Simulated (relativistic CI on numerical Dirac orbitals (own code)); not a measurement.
**Ba III: sensitivity of the levels to the model**

Base calculation: Dirac-Coulomb-Breit CI, orbitals from a KLI potential per configuration, model QED, valence Slater integrals scaled by 0.85, P86 correlation energy added to each configuration.

Configuration list (outside the closed core [Kr] 4d10): 5s2 5p6, 5s2 5p5 5d, 5s2 5p5 5f, 5s2 5p5 6s, 5s2 5p5 6p, 5s 5p6 5d, 5s2 5p5 4f, 5s2 5p5 7s, 5s2 5p5 6d, 5s2 5p5 7p, 5s 5p6 5f, 5s2 5p5 8s, 5s2 5p5 7d, 5s2 5p5 5g, 5s2 5p5 6f, 5s2 5p5 8p, 5s 5p6 6p, 5s 5p6 6s, 5p6 5d2, 5p5 5d3, 5p5 5d2 5f, 5p5 5d2 6s, 5p5 5d2 6p, 5p5 4f 5d2, 5p6 4f2, 5p5 4f2 5d, 5p5 4f2 5f, 5p5 4f2 6s, 5p5 4f2 6p, 5p5 4f3. Double excitations out of closed p, d and f shells are left out; levels of such configurations are missing from the list, as are those of other unlisted configurations, and high levels can miss mixing partners. These lack a partner that the ground configuration has and come out too high: 5s2 5p5 7s, 5s2 5p5 6d, 5s2 5p5 7p, 5s2 5p5 8s, 5s2 5p5 7d.

The lowest level and the first level of each name with at least 55 % of one term (blank where a level has no safe partner in the second run):

```tsv
Level	Base (cm⁻¹)	Shift (cm⁻¹)
5s2 5p6 1S_0	0.0	0.0
5s2 5p5 5d 3P°_0	134058.6	+342.5
5s2 5p5 5d 3P°_1	135872.4	+416.0
5s2 5p5 5d 3P°_2	139334.6	+552.5
5s2 5p5 5d 3F°_4	140436.3	-9.3
5s2 5p5 5d 3F°_3	142446.4	-12.9
5s2 5p5 5d 3D°_3	149216.0	-21.8
5s2 5p5 6s 3P°_2	155553.4	
5s2 5p5 5d 3D°_1	156183.5	+617.8
5s2 5p5 4f 3D_1	171969.0	
5s2 5p5 6s 3P°_0	173157.1	
5s2 5p5 4f 3D_2	174133.8	
5s2 5p5 6s 3P°_1	174220.7	
5s2 5p5 4f 3D_3	177585.2
```

Correlation outside the listed configurations is missing or only estimated: errors of thousands of cm⁻¹ between configurations and terms are usual at this charge. Rates and lifetimes follow the computed energies and can be off by large factors. The fine structure of a lone outer electron comes out too small, for d and f at times inverted, and misplaced configurations move strength between like terms. 22 of the 37 excited levels that our extract of the measured tables holds in this range could be paired (the sources list more); they are missed by 3336 cm⁻¹ on average and 7371 at most, and levels without a partner can miss by more.

(1) One thing was changed in a second run, which moved the levels as shown. Which?
A. self-excluded LDA correlation estimate
B. Breit term removed
C. QED terms removed
D. only the first 3 configurations
E. one mean potential for all configurations
F. valence Slater integrals scaled by 0.75

Results:

(1) D. Only the first 3 configurations. With fewer configurations the levels that remain lose their mixing partners.

LS names give the leading component of a level, which can be under half, so a name can repeat, a term be missing and a line seem to break the LS rules.
